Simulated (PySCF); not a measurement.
**Splitting trees**

Geometry:
```csv
atom,x (Å),y (Å),z (Å)
B1,2.693,0.064,0.246
N2,1.404,0.001,-0.269
C3,0.168,0.040,0.456
C4,-0.931,1.039,0.041
C5,-1.973,-0.035,0.405
C6,-0.862,-1.094,0.276
H7,3.632,0.011,-0.515
H8,2.842,0.171,1.443
H9,1.278,-0.091,-1.272
H10,0.411,0.165,1.523
H11,-0.901,1.215,-1.047
H12,-0.964,2.014,0.550
H13,-2.856,-0.135,-0.242
H14,-2.316,0.068,1.446
H15,-0.813,-1.500,-0.748
H16,-0.836,-1.934,0.986
```

PySCF 2.14 calculation with J couplings at B3LYP/pcJ-1 (spin–dipole term only in couplings to heteroatoms), GIAO PBE0/pcSseg-1 shieldings and PBE0-D3(BJ)/def2-SVP structure; fast rotation and ring inversion assumed for equivalent nuclei, non-relativistic, one conformer, in vacuum.

References, each an isolated molecule treated in the same way: $^{1}$H (31.27 ppm), $^{13}$C (184.41 ppm) against TMS.

Spectrometer: 400 MHz for $^{1}$H. First-order analysis; couplings under 1 Hz (under 4 Hz in carbon signals) are ignored, and nearly equal couplings are merged; the smaller ones broaden or split the lines further.

Q: What pattern does H10 show ($^{1}$H)?

A: A triplet of triplets of doublets at δ 3.55: 10.3 Hz to H11/H15 (2 × $^{1}$H, 3 bonds away), 8.2 Hz to H12/H16 (2 × $^{1}$H, 3 bonds away), 1.4 Hz to H13 (1 × $^{1}$H, 4 bonds away). Lines in Hz from the centre (relative intensity): +19.2 (1), +17.8 (1), +11.0 (2), +9.6 (2), +8.9 (2), +7.5 (2), +2.8 (1), +1.4 (1), +0.7 (4), -0.7 (4), -1.4 (1), -2.8 (1), -7.5 (2), -8.9 (2), -9.6 (2), -11.0 (2), -17.8 (1), -19.2 (1). The outer lines are 38.4 Hz apart, the sum of the couplings kept, or 0.096 ppm at this field.

Q: What pattern does C5 show in the proton-coupled $^{13}$C spectrum?

A: A doublet of doublets of triplets at δ 15.1: 146.8 Hz to H13 (1 × $^{1}$H, 1 bond away), 138.8 Hz to H14 (1 × $^{1}$H, 1 bond away), 4.4 Hz to H11/H15 (2 × $^{1}$H, 2 bonds away). Lines in Hz from the centre (relative intensity): +147.2 (1), +142.8 (2), +138.4 (1), +8.4 (1), +4.0 (2), +0.4 (1), -0.4 (1), -4.0 (2), -8.4 (1), -138.4 (1), -142.8 (2), -147.2 (1). The outer lines are 294.4 Hz apart, the sum of the couplings kept, or 2.927 ppm at this field.

The OH or NH signal is concentration- and solvent-dependent in practice; the value given is the gas-phase one. Hydrogens on boron are broadened and split by $^{11}$B (spin 3/2, 80 %) and 10B (spin 3). Unscaled 3J(H,H) at this level run about 10 % above measured values. 3J across rotatable bonds or in flexible rings reflects this conformer alone.
